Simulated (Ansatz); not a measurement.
The same molecule with X = B, Ga, In. Ansatz, PBE0-D4/def2-TZVP geometries, multiplicity 1. Each molecule was computed in one conformer, which needn't be the lowest.

Elements past krypton have def2 core potentials. Scalar relativity is left out up to krypton.

```
 X                    molecule  mean X–Cl bond length / Å  mean X–N bond length / Å  mean X–O bond length / Å  HOMO energy (PBE/def2-TZVPP) / eV  zero-point energy (PBE0-D4/def2-TZVP) / kJ/mol  LUMO energy (PBE/def2-TZVPP) / eV
 B             `NB(Cl)O[SiH3]`                      1.779                     1.397                     1.357                              -6.76                                           165.1                              -0.83
In  `[NH2][In]([Cl])[O][SiH3]`                      2.313                     1.998                     1.966                              -6.68                                           145.1                              -2.87
```

Task: Give the row for X = Ga, `[NH2][Ga]([Cl])[O][SiH3]`. (An estimate is asked.)

Result: Computed: 
```tsv
X	molecule	mean X–Cl bond length / Å	mean X–N bond length / Å	mean X–O bond length / Å	HOMO energy (PBE/def2-TZVPP) / eV	zero-point energy (PBE0-D4/def2-TZVP) / kJ/mol	LUMO energy (PBE/def2-TZVPP) / eV
Ga	`[NH2][Ga]([Cl])[O][SiH3]`	2.131	1.792	1.767	-6.55	147.3	-1.87
```

From B to In the mean X–Cl bond length rises at each step, by 0.534 Å in all; the mean X–N bond length rises at each step, by 0.601 Å in all; the mean X–O bond length rises at each step, by 0.609 Å in all; the HOMO energy (PBE/def2-TZVPP) isn't monotonic: highest at Ga, lowest at B; the zero-point energy (PBE0-D4/def2-TZVP) falls at each step, by 20.0 kJ/mol in all; the LUMO energy (PBE/def2-TZVPP) falls at each step, by 2.04 eV in all. Bonds lengthen as the atom grows down the group.
